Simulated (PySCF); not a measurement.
PySCF job for GaH7Si2, SMILES [SiH3][GaH][SiH3], PBE-D3(BJ)/def2-SVP. The structure is a stationary point at PBE-D3(BJ)/def2-SVP.

```python
import numpy as np
from pyscf import gto, scf, dft, df
from pyscf.hessian import thermo

mol = gto.M(
    atom='''
    Ga    0.00000000   -0.00000000   -0.62033305
    H     0.00000000    0.00000001   -2.20918770
    Si   -2.10778891    0.00409327    0.58108089
    H    -2.48669707   -1.43345220    0.85451939
    H    -1.99897608    0.69574520    1.91630471
    H    -3.24250724    0.63315045   -0.18620044
    Si    2.10778891   -0.00409327    0.58108089
    H     1.99897607   -0.69574520    1.91630472
    H     3.24250724   -0.63315045   -0.18620042
    H     2.48669706    1.43345219    0.85451940
    ''',
    basis='def2-SVP',
    charge=0,
    spin=0,
    max_memory=1600,
    verbose=3,
)
mf = dft.RKS(mol, xc='pbe').density_fit(auxbasis='def2-universal-jkfit')
mf.disp = 'd3bj'
mf.grids.level = 3
mf.conv_tol = 1e-11
mf.max_cycle = 100
mf.kernel()

# [left out here: the lines that compute and print the analytic Hessian (its translational invariance restored by hand, since the grid's response is missing), thermochemistry and intensities]
```

Output:

```
converged SCF energy = -2506.98586600425

WARN: DFTD3 does not support analytical Hessian, using finite difference


WARN: Mole.unit (angstrom) is changed to Bohr

Mode                                 0                   1                   2
Irrep
Freq [cm^-1]                        9.0747             23.3666             77.6166
Reduced mass [au]                   1.1290              1.1582              2.9539
Force const [Dyne/A]                0.0001              0.0004              0.0105
Char temp [K]                      13.0564             33.6194            111.6730
Normal mode                   x     y     z       x     y     z       x     y     z
       0  Ga                -0.00  0.03  0.00   -0.00  0.00 -0.03   -0.00  0.00  0.06
       1   H                 0.04  0.11  0.00    0.00  0.00 -0.02    0.00 -0.00  0.05
       2  Si                -0.00 -0.03 -0.00    0.03  0.01  0.03   -0.07  0.00 -0.06
       3   H                 0.23 -0.03  0.33    0.22  0.03  0.38   -0.01  0.01  0.06
       4   H                -0.07  0.28 -0.16    0.01  0.33 -0.14   -0.21  0.15 -0.13
       5   H                -0.12 -0.37 -0.11   -0.09 -0.31 -0.06   -0.04 -0.14 -0.22
       6  Si                -0.00 -0.03  0.00   -0.03 -0.01  0.03    0.07 -0.00 -0.06
       7   H                -0.07  0.28  0.16   -0.01 -0.33 -0.14    0.21 -0.15 -0.13
       8   H                -0.12 -0.37  0.11    0.09  0.31 -0.06    0.04  0.14 -0.22
       9   H                 0.23 -0.03 -0.33   -0.22 -0.03  0.38    0.01 -0.01  0.06
Mode                                 3                   4                   5
Irrep
Freq [cm^-1]                      274.0771            286.1055            336.4810
Reduced mass [au]                   1.0514              6.5643              5.4866
Force const [Dyne/A]                0.0465              0.3166              0.3660
Char temp [K]                     394.3359            411.6422            484.1212
Normal mode                   x     y     z       x     y     z       x     y     z
       0  Ga                 0.01 -0.02 -0.00   -0.00  0.00 -0.05    0.07  0.00  0.00
       1   H                 0.10  0.73 -0.00   -0.00 -0.00 -0.05   -0.11 -0.11  0.00
       2  Si                -0.02 -0.01  0.00   -0.10 -0.01  0.05   -0.07 -0.00  0.05
       3   H                -0.27  0.10  0.18   -0.18  0.03  0.11   -0.10 -0.00  0.02
       4   H                 0.18  0.13 -0.08   -0.03  0.04  0.02   -0.22  0.01  0.06
       5   H                 0.07  0.15  0.00   -0.08  0.05  0.06   -0.01 -0.02 -0.05
       6  Si                -0.02 -0.01 -0.00    0.10  0.01  0.05   -0.07 -0.00 -0.05
       7   H                 0.18  0.13  0.08    0.03 -0.04  0.02   -0.22  0.01 -0.06
       8   H                 0.07  0.15 -0.00    0.08 -0.05  0.06   -0.01 -0.02  0.05
       9   H                -0.27  0.10 -0.18    0.18 -0.03  0.11   -0.10 -0.00 -0.02
Mode                                 6                   7                   8
Irrep
Freq [cm^-1]                      368.1303            391.4494            482.0284
Reduced mass [au]                   1.1450              1.1375              1.2045
Force const [Dyne/A]                0.0914              0.1027              0.1649
Char temp [K]                     529.6575            563.2086            693.5316
Normal mode                   x     y     z       x     y     z       x     y     z
       0  Ga                -0.00  0.00  0.01   -0.02  0.00 -0.00    0.00 -0.03  0.00
       1   H                -0.00 -0.00  0.01   -0.43  0.14 -0.00   -0.08  0.57  0.00
       2  Si                 0.02 -0.04 -0.01    0.04 -0.01  0.01   -0.00  0.04  0.00
       3   H                -0.40  0.13  0.23   -0.12  0.02 -0.07    0.30 -0.08 -0.18
       4   H                 0.20  0.19 -0.14   -0.33  0.07 -0.00   -0.17 -0.15  0.12
       5   H                 0.22  0.21 -0.11    0.28  0.00 -0.36   -0.15 -0.16  0.05
       6  Si                -0.02  0.04 -0.01    0.04 -0.01 -0.01   -0.00  0.04 -0.00
       7   H                -0.20 -0.19 -0.14   -0.33  0.07  0.00   -0.17 -0.15 -0.12
       8   H                -0.22 -0.21 -0.11    0.28  0.00  0.36   -0.15 -0.16 -0.05
       9   H                 0.40 -0.13  0.23   -0.12  0.02  0.07    0.30 -0.08  0.18
Mode                                 9                  10                  11
Irrep
Freq [cm^-1]                      485.1659            589.9517            807.3818
Reduced mass [au]                   1.1940              1.0774              1.1049
Force const [Dyne/A]                0.1656              0.2209              0.4244
Char temp [K]                     698.0457            848.8091           1161.6427
Normal mode                   x     y     z       x     y     z       x     y     z
       0  Ga                -0.00  0.00  0.02   -0.01 -0.00 -0.00    0.00 -0.00 -0.00
       1   H                 0.00 -0.00  0.01    0.86  0.02  0.00   -0.16  0.01 -0.00
       2  Si                -0.02 -0.00 -0.04    0.00  0.00  0.03   -0.04 -0.00  0.02
       3   H                 0.09  0.00  0.14    0.02 -0.03 -0.12    0.34 -0.12 -0.17
       4   H                 0.44 -0.02 -0.06   -0.14  0.02  0.02    0.37  0.11 -0.09
       5   H                -0.26  0.04  0.35    0.15 -0.01 -0.19    0.22  0.11 -0.24
       6  Si                 0.02  0.00 -0.04    0.00  0.00 -0.03   -0.04 -0.00 -0.02
       7   H                -0.44  0.02 -0.06   -0.14  0.02 -0.02    0.37  0.11  0.09
       8   H                 0.26 -0.04  0.35    0.15 -0.01  0.19    0.22  0.11  0.24
       9   H                -0.09 -0.00  0.14    0.02 -0.03  0.12    0.34 -0.12  0.17
Mode                                12                  13                  14
Irrep
Freq [cm^-1]                      830.8070            894.0575            896.2113
Reduced mass [au]                   1.0966              1.0307              1.0300
Force const [Dyne/A]                0.4460              0.4854              0.4874
Char temp [K]                    1195.3464           1286.3497           1289.4485
Normal mode                   x     y     z       x     y     z       x     y     z
       0  Ga                -0.00  0.00 -0.00   -0.00 -0.00  0.00   -0.00  0.00  0.00
       1   H                 0.00 -0.00 -0.02    0.04 -0.00  0.00   -0.00 -0.00  0.00
       2  Si                -0.03 -0.01  0.02   -0.01 -0.00 -0.02    0.01  0.00  0.02
       3   H                 0.33 -0.13 -0.20    0.27  0.01  0.44   -0.27 -0.01 -0.43
       4   H                 0.33  0.14 -0.10   -0.13 -0.27  0.14    0.14  0.25 -0.13
       5   H                 0.25  0.13 -0.26    0.17  0.29 -0.03   -0.18 -0.30  0.03
       6  Si                 0.03  0.01  0.02   -0.01 -0.00  0.02   -0.01 -0.00  0.02
       7   H                -0.33 -0.14 -0.10   -0.13 -0.27 -0.14   -0.14 -0.25 -0.13
       8   H                -0.25 -0.13 -0.26    0.17  0.29  0.03    0.18  0.30  0.03
       9   H                -0.33  0.13 -0.20    0.27  0.01 -0.44    0.27  0.01 -0.43
Mode                                15                  16                  17
Irrep
Freq [cm^-1]                      904.5920            907.3872           1866.7034
Reduced mass [au]                   1.0345              1.0308              1.0216
Force const [Dyne/A]                0.4988              0.5001              2.0973
Char temp [K]                    1301.5065           1305.5282           2685.7706
Normal mode                   x     y     z       x     y     z       x     y     z
       0  Ga                 0.00  0.00  0.00   -0.00 -0.00  0.00   -0.00  0.00  0.01
       1   H                 0.00 -0.00  0.00   -0.00  0.03  0.00    0.00  0.00 -0.99
       2  Si                 0.01 -0.02 -0.00    0.00 -0.02 -0.00    0.00 -0.00  0.00
       3   H                 0.13 -0.07 -0.11    0.17 -0.08 -0.12   -0.00  0.01 -0.00
       4   H                -0.29  0.35 -0.17   -0.27  0.35 -0.16   -0.01 -0.00  0.00
       5   H                -0.02  0.33  0.32   -0.00  0.35  0.30    0.01 -0.01  0.01
       6  Si                -0.01  0.02 -0.00    0.00 -0.02  0.00   -0.00  0.00  0.00
       7   H                 0.29 -0.35 -0.17   -0.27  0.35  0.16    0.01  0.00  0.00
       8   H                 0.02 -0.33  0.32   -0.00  0.35 -0.30   -0.01  0.01  0.01
       9   H                -0.13  0.07 -0.11    0.17 -0.08  0.12    0.00 -0.01 -0.00
Mode                                18                  19                  20
Irrep
Freq [cm^-1]                     2123.7027           2125.9200           2145.4011
Reduced mass [au]                   1.0275              1.0306              1.0418
Force const [Dyne/A]                2.7304              2.7444              2.8251
Char temp [K]                    3055.5353           3058.7255           3086.7545
Normal mode                   x     y     z       x     y     z       x     y     z
       0  Ga                -0.00  0.00 -0.00   -0.00  0.00  0.00   -0.00 -0.00  0.00
       1   H                 0.01  0.00  0.00    0.00  0.00 -0.02    0.00 -0.00 -0.00
       2  Si                 0.01  0.01 -0.01    0.01  0.02 -0.01    0.01 -0.02 -0.01
       3   H                -0.15 -0.61  0.11   -0.16 -0.63  0.12    0.08  0.26 -0.06
       4   H                 0.02  0.10  0.17    0.02  0.07  0.12    0.04  0.22  0.44
       5   H                -0.14  0.09 -0.11   -0.11  0.07 -0.09   -0.30  0.16 -0.21
       6  Si                 0.01  0.01  0.01   -0.01 -0.02 -0.01    0.01 -0.02  0.01
       7   H                 0.02  0.10 -0.17   -0.02 -0.07  0.12    0.04  0.22 -0.44
       8   H                -0.14  0.09  0.11    0.11 -0.07 -0.09   -0.30  0.16  0.21
       9   H                -0.15 -0.61 -0.11    0.16  0.63  0.12    0.08  0.26  0.06
Mode                                21                  22                  23
Irrep
Freq [cm^-1]                     2146.0516           2154.6184           2155.6308
Reduced mass [au]                   1.0388              1.0511              1.0512
Force const [Dyne/A]                2.8189              2.8751              2.8780
Char temp [K]                    3087.6905           3100.0162           3101.4728
Normal mode                   x     y     z       x     y     z       x     y     z
       0  Ga                -0.00 -0.00 -0.00    0.00 -0.00 -0.00    0.00 -0.00  0.00
       1   H                 0.00 -0.00  0.01   -0.00  0.00  0.00   -0.00  0.00 -0.02
       2  Si                -0.01  0.02  0.01    0.01 -0.00  0.02    0.01 -0.00  0.02
       3   H                -0.06 -0.19  0.04    0.01  0.02  0.00    0.01  0.02  0.00
       4   H                -0.04 -0.22 -0.44   -0.03 -0.21 -0.39   -0.03 -0.21 -0.40
       5   H                 0.33 -0.18  0.23   -0.40  0.22 -0.27   -0.39  0.22 -0.26
       6  Si                 0.01 -0.02  0.01    0.01 -0.00 -0.02   -0.01  0.00  0.02
       7   H                 0.04  0.22 -0.45   -0.03 -0.21  0.39    0.03  0.21 -0.40
       8   H                -0.33  0.18  0.23   -0.40  0.22  0.27    0.39 -0.22 -0.26
       9   H                 0.06  0.19  0.04    0.01  0.02 -0.00   -0.01 -0.02  0.00
temperature 298.1500 [K]
pressure 101325.00 [Pa]
Rotational constants [GHz] 7.75708 1.70049 1.44191
Symmetry number 2
Zero-point energy (ZPE) 0.05304 [Eh]   139256.760 [J/mol]
                           tot       elec      trans        rot        vib
Entropy [J/mol/K]       393.679      0.000    169.732    108.154    115.793
Cv [J/mol/K]            112.431      0.000     12.472     12.472     87.488
Cp [J/mol/K]            120.746      0.000     20.786     12.472     87.488
Internal energy [J/mol]                      3718.434   3718.434 153761.920
Internal energy [Eh]   -2506.92447  -2506.98587
Enthalpy [J/mol]                             6197.391   3718.434 153761.920
Enthalpy [Eh]          -2506.92352
Gibbs free energy [J/mol]                  -44408.192 -28527.664 119238.250
Gibbs free energy [Eh] -2506.96823
mode   freq/cm-1   IR/(km/mol)
   1        9.07         0.110
   2       23.37         0.258
   3       77.62         1.484
   4      274.08        33.349
   5      286.11         1.416
   6      336.48        28.092
   7      368.13         0.001
   8      391.45        10.636
   9      482.03         3.288
  10      485.17         1.769
  11      589.95       193.817
  12      807.38       334.885
  13      830.81        77.888
  14      894.06        21.131
  15      896.21        38.290
  16      904.59         1.521
  17      907.39        65.695
  18     1866.70       207.487
  19     2123.70       104.944
  20     2125.92         8.150
  21     2145.40       146.158
  22     2146.05        13.426
  23     2154.62        57.526
  24     2155.63       115.878
max |gradient| / (hartree/bohr): 6.041604997711672e-05
APT charges: [ 0.6561 -0.3243  0.5008 -0.2131 -0.2164 -0.2372  0.5008 -0.2164 -0.2372
 -0.2131]
```

The calculation finished and met its thresholds.
